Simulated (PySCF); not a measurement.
C3H8ClNSi, SMILES C/N=C/[Si@@H](C)Cl.

Coordinates come from a PBE0-D3(BJ)/def2-SVP optimisation. The structure was generated by enumeration; whether it is a known compound was not checked. Other conformers were not sampled.

Two levels are set side by side: PBE/def2-TZVP (PySCF) and ωB97X/def2-TZVP (PySCF). Same geometry, gas phase. Differences are taken from unrounded values.

```
quantity                     ωB97X    PBE  PBE minus ωB97X
---------------------------  -----  -----  ---------------
orbital gap (eV)             10.91   3.79            -7.12
highest occupied level (eV)  -9.74  -5.88             3.86
lowest empty level (eV)       1.17  -2.09            -3.26
dipole moment (D)             1.76   1.77             0.02
mean polarisability (bohr³)   81.3   86.5              5.2
```

PBE's occupied levels lie high since its potential decays too fast outside the molecule; exact exchange lowers them and widens the gap. Loosely held outer electrons make PBE densities more polarisable. Differences between two approximate levels are no errors against the true value.

Rough cost on one machine, each run with all the roots and properties that it gave: ωB97X against PBE within a factor of 2.
